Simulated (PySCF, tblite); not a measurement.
C6H11ClOSi2.
Geometry (GFN2-xTB, Å), atoms numbered from 1 in this order:
```xyz
21
C6H11ClOSi2 angstrom
C      3.483    0.342   -0.914
C      2.670    0.112   -0.067
C      1.667   -0.161    0.944
C      0.928   -1.466    0.605
C      0.080   -1.236   -0.650
Si    -0.544    0.551   -0.453
Cl    -0.344    1.681   -2.111
O     -2.083    0.653    0.035
Si    -3.707    0.672   -0.088
C      0.632    0.978    0.978
H      4.203    0.543   -1.650
H      2.174   -0.254    1.912
H      1.638   -2.283    0.464
H      0.277   -1.719    1.444
H     -0.706   -1.986   -0.724
H      0.709   -1.336   -1.534
H     -4.065    1.494   -1.240
H     -4.130    1.248    1.184
H     -4.123   -0.719   -0.261
H      1.128    1.943    0.898
H      0.103    0.960    1.931
```

The calculation used PBE0/pcSseg-1 in PySCF (dipole) on a GFN2-xTB geometry, gas phase.

Masses are those of the commonest isotopes; rigid-rotor values at the optimised geometry. The values belong to one conformer with, in the numbering `[CH:1]#[C:2][C@@H:3]1[CH2:4][CH2:5][Si@@:6]([Cl:7])([O:8][SiH3:9])[CH2:10]1`, C5–Si6–O8–Si9 -83°, C2–C3–C4–C5 -69°, C3–C4–C5–Si6 -37°, C4–C5–Si6–Cl7 133°, C5–Si6–C10–C3 15°.

(1) What are A, B and C (GHz)?

(2) Classify the top.

(3) Is it planar, by Δ = Ic − Ia − Ib?

(4) Give the other two planar moments, Paa and Pbb, and the rms extents of the mass along the axes.

(5) Where do the levels up to J = 3 lie, in MHz?

(6) Predict some low-J microwave lines.

(7) Estimate the classical rotational partition function at 10 K, 25 K and 100 K.

## Answers

(1) Ia = 347.16, Ib = 908.02, Ic = 1090.64 u·Å²; 505379 MHz·u·Å²/I gives 1456, 556.6 and 463.4 MHz, that is A = 1.4558, B = 0.5566, C = 0.4634 GHz.

(2) An asymmetric top; Ray's κ = -0.812.

(3) Not planar: Δ = Ic − Ia − Ib = -164.54 u·Å². For a rigid frame Δ = −2 Σ m c², so Σ m c² = 82.27 u·Å² lies off the ab plane: 23.15 from hydrogen and 59.12 from heavier atoms. The atom farthest from that plane is 2.12 Å away.

(4) Paa = Σ m a² = (Ib + Ic − Ia)/2 = 825.75 and Pbb = Σ m b² = (Ia + Ic − Ib)/2 = 264.89 u·Å². With the mass M = 190.00 u, the rms extents √(P/M) along a, b and c are 2.08, 1.18, 0.66 Å.

(5) Above 0(0,0):
J = 1: 1(0,1) 1020, 1(1,1) 1919, 1(1,0) 2012
J = 2: 2(0,2) 3053, 2(1,2) 3866, 2(1,1) 4145, 2(2,1) 6843, 2(2,0) 6850
J = 3: 3(0,3) 6086, 3(1,3) 6782, 3(1,2) 7341, 3(2,2) 9903, 3(2,1) 9937, 3(3,1) 14636, 3(3,0) 14636
Those of J = 1 are B + C, A + C and A + B.

(6) The dipole components are |μa| = 0.62 D, |μb| = 1.68 D, |μc| = 0.17 D. The squared components, which scale the intensities, stand as 0.13 : 1.00 : 0.01 (a : b : c). Some lines, for components of 0.1 D or more:

```tsv
type	branch	J(Ka,Kc)	MHz	lower level (cm⁻¹)
b	R	3(1,2) ← 2(2,1)	498	0.228
a	Q	3(1,2) ← 3(1,3)	559	0.226
c	Q	3(1,3) ← 3(0,3)	696	0.203
c	Q	2(1,2) ← 2(0,2)	813	0.102
b	Q	1(1,0) ← 1(0,1)	992	0.034
a	R	1(0,1) ← 0(0,0)	1020	0.000
b	R	1(1,1) ← 0(0,0)	1919	0.000
a	R	2(1,2) ← 1(1,1)	1947	0.064
c	R	1(1,0) ← 0(0,0)	2012	0.000
a	R	2(0,2) ← 1(0,1)	2033	0.034
a	R	2(1,1) ← 1(1,0)	2133	0.067
b	R	3(0,3) ← 2(1,2)	2220	0.129
c	Q	3(2,2) ← 3(1,2)	2562	0.245
c	Q	2(2,1) ← 2(1,1)	2698	0.138
b	R	2(1,2) ← 1(0,1)	2846	0.034
a	R	3(1,3) ← 2(1,2)	2916	0.129
a	R	3(0,3) ← 2(0,2)	3033	0.102
a	R	3(2,1) ← 2(2,0)	3087	0.228
a	R	3(1,2) ← 2(1,1)	3195	0.138
c	Q	3(3,1) ← 3(2,1)	4699	0.331
b	Q	3(3,1) ← 3(2,2)	4733	0.330
c	R	2(2,1) ← 1(1,1)	4924	0.064
b	R	2(2,0) ← 1(1,1)	4931	0.064
b	R	3(2,2) ← 2(1,1)	5757	0.138
c	R	3(2,2) ← 2(1,2)	6037	0.129
b	R	3(2,1) ← 2(1,2)	6071	0.129
b	R	3(3,1) ← 2(2,0)	7786	0.228
c	R	3(3,1) ← 2(2,1)	7793	0.228
```

(7) Point group C1, symmetry number σ = 1; q = (√π/σ)·√((kT/h)³/(ABC)), k/h = 20836.6 MHz/K: 8700 at 10 K, 34400 at 25 K, 275000 at 100 K.

Its GFN2-xTB frequencies are all real (lowest 19 cm⁻¹). Zero-point vibration and centrifugal distortion are left out. A rigid rotor knows nothing of internal rotation, which can split or shift real lines. Quadrupole hyperfine structure (35Cl) is left out.

Time: 76 s of wall time (grids of density and orbitals included); peak memory 1.1 GiB. Hardware: an Intel Xeon Platinum 8488C with one thread (shared host). This is the PBE0/pcSseg-1 job that gave the dipole, with the shieldings it also computed.
